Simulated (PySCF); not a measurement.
Excitations are Tamm–Dancoff values on a coarser integration grid. The basis has no diffuse functions, so Rydberg states are missing or too high.

Cartesian coordinates (Å):
```xyz
6

N     -1.0267     0.0501     0.0981
Ga     0.7582    -0.0110    -0.0168
F      1.7091     1.3655    -0.4921
F      1.6730    -1.4223     0.4262
H     -1.5479     0.8005    -0.3221
H     -1.5686    -0.7905     0.2020
```
Charge 0, spin multiplicity 1.

**Question.** What is the computed S1 excitation (TDA), S1–T1 gap (TDA) and T1 excitation (TDA) (PBE-D3(BJ)/def2-TZVP // PBE0-D4/def2-TZVP (PySCF))?

**Answer.** 
```
Quantity               Value
-------------------  -------
S1 excitation (TDA)  4.99 eV
S1–T1 gap (TDA)      0.52 eV
T1 excitation (TDA)  4.47 eV
```
